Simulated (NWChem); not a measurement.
System: GaIF₂; SMILES [I][Ga]([F])[F]

Output (shortened):

```
             Northwest Computational Chemistry Package (NWChem) 7.3.0
             --------------------------------------------------------

 C2V symmetry detected

                             Geometry "geometry" -> ""
                             -------------------------

 Output coordinates in angstroms (scale by  1.889725989 to convert to a.u.)

  No.       Tag          Charge          X              Y              Z
 ---- ---------------- ---------- -------------- -------------- --------------
    1 Ga                  31.0000     0.00000000     0.00000000     1.10256920
    2 F                    9.0000     0.00000000    -1.46608200     2.03383920
    3 F                    9.0000     0.00000000     1.46608200     2.03383920
    4 I                   53.0000     0.00000000     0.00000000    -1.33563680

 Effective nuclear repulsion energy (a.u.)     678.6013953953

      Symmetry information
      --------------------

 Group name             C2v
 Group number             16
 Group order               4
 No. of unique centers     3

                                 NWChem DFT Module
                                 -----------------

 Summary of "ao basis" -> "ao basis" (spherical)
 ------------------------------------------------------------------------------
       Tag                 Description            Shells   Functions and Types
 ---------------- ------------------------------  ------  ---------------------
 Ga                         def2-svp                12       32   5s4p3d
 F                          def2-svp                 6       14   3s2p1d
 I                          def2-svp                10       26   4s4p2d

      Symmetry analysis of basis
      --------------------------

        a1         37
        a2          9
        b1         17
        b2         23

            General Information
            -------------------
          SCF calculation type: DFT
          Wavefunction type:  closed shell.
          No. of atoms     :     4
          No. of electrons :    74
           Alpha electrons :    37
            Beta electrons :    37
          Charge           :     0
          Spin multiplicity:     1
          Use of symmetry is: on ; symmetry adaption is: on
          Maximum number of iterations: 150
          AO basis - number of functions:    86
                     number of shells:    34
          Convergence on energy requested:  1.00D-06
          Convergence on density requested:  1.00D-05
          Convergence on gradient requested:  5.00D-04

              XC Information
              --------------
                         B3LYP Method XC Potential
                     Hartree-Fock (Exact) Exchange  0.200
                        Slater Exchange Functional  0.800 local
                    Becke 1988 Exchange Functional  0.720 non-local
              Lee-Yang-Parr Correlation Functional  0.810
                  VWN I RPA Correlation Functional  0.190 local

             Grid Information
             ----------------
          Grid used for XC integration:  medium
          Radial quadrature: Mura-Knowles
          Angular quadrature: Lebedev.
          Tag              B.-S. Rad. Rad. Pts. Rad. Cut. Ang. Pts.
          ---              ---------- --------- --------- ---------
          Ga                  1.30      112           9.0       590
          F                   0.50       49          10.0       434
          I                   1.40      123          10.0       590
          Grid pruning is: on
          Number of quadrature shells:   284
          Spatial weights used:  Erf1

      Superposition of Atomic Density Guess
      -------------------------------------

 Sum of atomic energies:       -2468.68800367

      Non-variational initial energy
      ------------------------------

 Total energy =   -2418.450878
 1-e energy   =   -4314.146518
 2-e energy   =    1478.061620
 HOMO         =      -0.364010
 LUMO         =      -0.070938

      Symmetry analysis of molecular orbitals - initial
      -------------------------------------------------

  Numbering of irreducible representations:

     1 a1          2 a2          3 b1          4 b2

  Orbital symmetries:

     1 a1          2 a1          3 a1          4 b2          5 b1
     6 a1          7 b2          8 a1          9 a1         10 a1
    11 b2         12 b1         13 b2         14 a1         15 b1
    16 a1         17 b2         18 b1         19 a1         20 a2
    21 a1         22 b2         23 a1         24 b2         25 a2
    26 b1         27 a1         28 a1         29 a1         30 b2
    31 b1         32 a1         33 a2         34 b2         35 a1
    36 b1         37 b2         38 a1         39 b1         40 b2
    41 a1         42 a1         43 b1         44 a1         45 b2
    46 b1         47 a1

     ---------------------------------------------
      Total Density - Mulliken Population Analysis
     ---------------------------------------------

    Atom       Charge   Shell Charges
 -----------   ------   -------------------------------------------------------
    1 Ga  31    29.38   2.00  2.00  2.00  0.65  0.09  6.00  5.98  0.39  0.16  8.12  1.83  0.18
    2 F    9     9.70   1.99  1.15  0.80  3.54  2.20  0.00
    3 F    9     9.70   1.99  1.15  0.80  3.54  2.20  0.00
    4 I   25    25.23   1.83  0.22  1.23  0.67  2.93  3.12  2.57  2.65  9.82  0.19

   convergence    iter        energy       DeltaE   RMS-Dens  Diis-err
 ---------------- ----- ----------------- --------- --------- ---------
 d= 0,ls=0.0,diis     1  -2421.9814823416 -2.84D+03  2.43D-02  9.83D-01
 d= 0,ls=0.0,diis     2  -2421.7282798284  2.53D-01  1.35D-02  4.16D+00
 d= 0,ls=0.0,diis     3  -2422.1057098871 -3.77D-01  1.81D-03  2.40D-02
 d= 0,ls=0.0,diis     4  -2422.1071337046 -1.42D-03  8.82D-04  5.46D-03
 d= 0,ls=0.0,diis     5  -2422.1078058794 -6.72D-04  2.50D-04  2.65D-04
  Resetting Diis
 d= 0,ls=0.0,diis     6  -2422.1078516116 -4.57D-05  4.90D-05  3.71D-05
 d= 0,ls=0.0,diis     7  -2422.1078542712 -2.66D-06  1.52D-05  6.10D-07
 d= 0,ls=0.0,diis     8  -2422.1078542406  3.06D-08  8.84D-06  9.05D-07

         Total DFT energy =    -2422.107854240646
      One electron energy =    -4312.930086267894
           Coulomb energy =     1591.669370709585
    Exchange-Corr. energy =     -118.481158014939
 Nuclear repulsion energy =      417.634019332602

 Numeric. integr. density =       73.999991973488

                  Occupations of the irreducible representations
                  ----------------------------------------------

                     irrep           alpha         beta
                     --------     --------     --------
                     a1               17.0         17.0
                     a2                3.0          3.0
                     b1                7.0          7.0
                     b2               10.0         10.0

                       DFT Final Molecular Orbital Analysis
                       ------------------------------------

 Vector   35  Occ=2.000000D+00  E=-3.677581D-01  Symmetry=a1
              MO Center= -3.2D-15, -9.8D-15,  4.6D-02, r^2= 4.6D+00
   Bfn.  Coefficient  Atom+Function         Bfn.  Coefficient  Atom+Function
  ----- ------------  ---------------      ----- ------------  ---------------
    73      0.444742  4 I  pz                76      0.331517  4 I  pz
    38     -0.290477  2 F  pz                52     -0.290477  3 F  pz
    14     -0.196496  1 Ga pz                41      0.190547  2 F  pz
    55      0.190547  3 F  pz                70     -0.181346  4 I  pz
     4      0.177079  1 Ga s                 67     -0.147599  4 I  pz

 Vector   36  Occ=2.000000D+00  E=-3.079989D-01  Symmetry=b1
              MO Center=  8.2D-16, -8.5D-16, -1.2D+00, r^2= 2.3D+00
   Bfn.  Coefficient  Atom+Function         Bfn.  Coefficient  Atom+Function
  ----- ------------  ---------------      ----- ------------  ---------------
    71      0.600029  4 I  px                74      0.515317  4 I  px
    68     -0.242541  4 I  px                65     -0.196504  4 I  px
    12      0.082616  1 Ga px                36      0.063303  2 F  px
    50      0.063303  3 F  px                21     -0.050298  1 Ga d  1
    31      0.045627  1 Ga d  1              15      0.045196  1 Ga px

 Vector   37  Occ=2.000000D+00  E=-3.018384D-01  Symmetry=b2
              MO Center= -6.5D-16, -3.5D-16, -1.2D+00, r^2= 2.2D+00
   Bfn.  Coefficient  Atom+Function         Bfn.  Coefficient  Atom+Function
  ----- ------------  ---------------      ----- ------------  ---------------
    72      0.613094  4 I  py                75      0.520177  4 I  py
    69     -0.246683  4 I  py                66     -0.199812  4 I  py
    38      0.068109  2 F  pz                52     -0.068109  3 F  pz
    19      0.056086  1 Ga d -1              41     -0.050559  2 F  pz
    55      0.050559  3 F  pz                29     -0.044478  1 Ga d -1

 Vector   38  Occ=0.000000D+00  E=-9.359674D-02  Symmetry=a1
              MO Center=  8.2D-16, -1.9D-15,  4.2D-01, r^2= 4.4D+00
   Bfn.  Coefficient  Atom+Function         Bfn.  Coefficient  Atom+Function
  ----- ------------  ---------------      ----- ------------  ---------------
     5      0.691085  1 Ga s                  4      0.666606  1 Ga s
    76     -0.543509  4 I  pz                 3     -0.354166  1 Ga s
    73     -0.340583  4 I  pz                63     -0.255160  4 I  s
    64     -0.247573  4 I  s                 35     -0.186091  2 F  s
    49     -0.186091  3 F  s                 37      0.172001  2 F  py

[...]
```

Level: B3LYP/def2-SVP with def2 effective core potentials on I. All runs use the structure optimised with PBE0/def2-SVP. def2 effective core potentials on I; no spin-orbit coupling.

Question: Write an input that gives this output.

Answer: One answer among several that fit: the input that was run:
```
start job
memory heap 200 mb stack 900 mb global 1100 mb
geometry units angstroms noautoz
  Ga     0.000000     0.000000     1.108556
  F      0.000000    -1.466082     2.039826
  F      0.000000     1.466082     2.039826
  I      0.000000     0.000000    -1.329650
end
basis spherical
  * library def2-svp
end
ecp
  I library def2-ecp
end
dft
  xc b3lyp
  iterations 150
  mulliken
end
task dft energy
```
